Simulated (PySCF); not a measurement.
A species of formula C3H3ClF2O has this rotational fingerprint, computed with PBE0-D3(BJ)/def2-SVP geometry optimisation, gas phase in PySCF:

```
Rotational constants : A = 4055, B = 1424, C = 1098 MHz
Dipole components    : |μa| = 2.06 D, |μb| = 0.31 D, |μc| = 1.04 D
Inertial defect      : -19.35 u·Å²
κ                    : -0.78
```

Question: Which candidate fits, each taken in the one conformer that was computed?
A. `[CH3:1][O:2]/[C:3]([F:4])=[C:5](\[F:6])[Cl:7]` with C1–O2–C3–F4 58°
B. `[F:1][C:2]([F:3])([Cl:4])[C@H:5]1[CH2:6][O:7]1` with F1–C2–C5–C6 -155°

Answer: A. It is CO/C(F)=C(\F)Cl, an asymmetric top, point group C1. The candidates at the same level (rigid rotor, commonest isotopes):

```
            SMILES  A (MHz)  B (MHz)  C (MHz)  μa (D)  μb (D)  μc (D)  Δ (u·Å²)  point group           rotor
FC(F)(Cl)[C@H]1CO1     2962     1983     1661    1.40    0.63    1.63   -121.30           C1  asymmetric top
   CO/C(F)=C(\F)Cl     4055     1424     1098    2.06    0.31    1.04    -19.35           C1  asymmetric top
```

`FC(F)(Cl)[C@H]1CO1` has C 51 % too high. No structure here is proved a minimum.
